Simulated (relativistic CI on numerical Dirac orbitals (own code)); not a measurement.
## Spin-allowed bands of a d3 ion in an octahedral site, by hand

Problem. Take Δ = 21900 cm⁻¹ and B = 700 cm⁻¹ for a d3 ion in an octahedral site. Calculate the three spin-allowed bands.

Working.
1. The terms of highest spin are 4F (energy 0) and 4P (15B = 10500 cm⁻¹). Here the F term splits into A2 at −1.2Δ = -26280, T2 at −0.2Δ = -4380 and T1 at +0.6Δ = 13140 cm⁻¹.
2. The two T1 states mix through the element 0.4Δ: H = [[13140, 8760], [8760, 10500]], with roots ½(H₁₁ + H₂₂) ∓ ½√[(H₂₂ − H₁₁)² + 4H₁₂²] = ½(23640) ∓ ½(17718) = 2961 and 20679 cm⁻¹.
3. The ground term is 4A2 at -26280 cm⁻¹.
4. Bands: 4T2 21900 cm⁻¹ (457 nm), 4T1(F) 29241 cm⁻¹ (342 nm), 4T1(P) 46959 cm⁻¹ (213 nm).

Check. Exact diagonalisation of the whole d3 shell with these parameters gives 4T2 21900, 4T1 29241, 4T1 46959 cm⁻¹. The match is exact, since without spin-orbit coupling no other term has this spin. The ratio of the second band to the first, 1.335, depends on Δ/B = 31.3 alone, which is how a Tanabe-Sugano diagram is read.
